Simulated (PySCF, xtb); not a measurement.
CH₅BrO₂Si, SMILES C[Si](O)(O)Br. Other conformers were not sampled.

Harmonic wavenumbers (cm⁻¹) from GFN2-xTB in xtb at its own minimum, in rising order: 91, 139, 163, 200, 221, 240, 280, 300, 404, 738, 771, 793, 825, 838, 919, 972, 1389, 1475, 1479, 3032, 3048, 3055, 3658, 3689.

Question: What does PBE-D3(BJ)/def2-SVP (PySCF) give at its own minimum? (An estimate is asked for; the answer gives what the named calculation found.)

Answer: 86, 128, 179, 182, 228, 242, 271, 341, 404, 686, 736, 751, 805, 820, 895, 940, 1225, 1374, 1376, 2987, 3090, 3100, 3761, 3767. Paired by order, the mean absolute difference is 42 cm⁻¹ and the zero-point energies are 41.1 and 40.6 kcal/mol.
